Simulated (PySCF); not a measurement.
Si(H)(Cl)(OH)(NMe2) (C₂H₈ClNOSi), SMILES CN(C)[SiH](O)Cl. Geometry: B3LYP-D3(BJ)/def2-SVP. One conformer was computed; it need not be the lowest.

Computed equilibrium geometry at B3LYP-D3(BJ)/def2-SVP (PySCF confirms it by a frequency run) as Cartesian coordinates in Å (one conformer of several):
```xyz
14

Si     0.5727    -0.1888    -0.4572
O      1.7888     0.9377    -0.4309
Cl     0.7612    -1.5680     1.0975
N     -0.9505     0.5918    -0.2572
C     -1.1967     1.8730    -0.8980
C     -2.1429    -0.0378     0.2772
H      0.8045    -0.9354    -1.7125
H      1.8240     1.5106     0.3457
H     -1.8900     1.7856    -1.7583
H     -1.6478     2.5897    -0.1852
H     -0.2556     2.3102    -1.2617
H     -1.8925    -0.9835     0.7761
H     -2.6303     0.6171     1.0242
H     -2.8911    -0.2497    -0.5124
```
